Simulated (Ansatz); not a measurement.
Species: CH₅BN₂, SMILES `CNB=N` (C–N–B–N torsion 81°) (charge 0, multiplicity 1).

### Question
Give a relaxed geometry from B3LYP-D3(BJ)/def2-TZVP (Ansatz, a first-principles code).

### Answer
This is not unique; one that fits is the end point of this relaxation, one of several conformers (outside a Z-matrix the atoms follow the SMILES, hydrogens last).
Bonded distances (Å): C1–N2 1.458, C1–H5 1.093, C1–H6 1.088, C1–H7 1.093, N2–B3 1.382, N2–H8 1.007, B3–N4 1.261, N4–H9 0.996. Angles (°): N2–C1–H5 111.4, N2–C1–H6 109.2, N2–C1–H7 111.4, H5–C1–H6 108.0, H5–C1–H7 108.7, H6–C1–H7 108.1, C1–N2–B3 125.0, C1–N2–H8 115.5, B3–N2–H8 119.5, N2–B3–N4 173.9, B3–N4–H9 145.0.
